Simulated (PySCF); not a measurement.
## Titanium: a sound run and one with changed settings

Sound run: Ti⁺ [Ar] 3d2 4s1, Ti²⁺ [Ar] 3d2. Computed with PySCF 2.14 in x2c-TZVPall (6s5p4d1f, 48 functions), with the spin-free X2C one-electron Hamiltonian (Gaussian nucleus). In the sound run the correlated levels freeze [Ar]. The sound run starts from symmetry-adapted Hartree-Fock orbitals and uses a fine grid where one is needed.

Changed run: all electrons correlated in a basis built for the valence shell.

```
species  method  sound run (hartree)  changed run (hartree)  converged
    Ti⁺     MP2           -852.54136             -852.76554        yes
   Ti²⁺     MP2           -852.06010             -852.26809        yes
```

Ionisation energy of Ti⁺:

```tsv
method	sound run (eV)	changed run (eV)
UHF	12.946	12.946
MP2	13.096	13.536
SCS-MP2	12.996	13.386
```

A valence basis has no tight correlating functions, so it recovers only part of the core correlation, and not evenly between atom and ion.

For comparison, NIST gives 13.575 eV between the lowest levels.
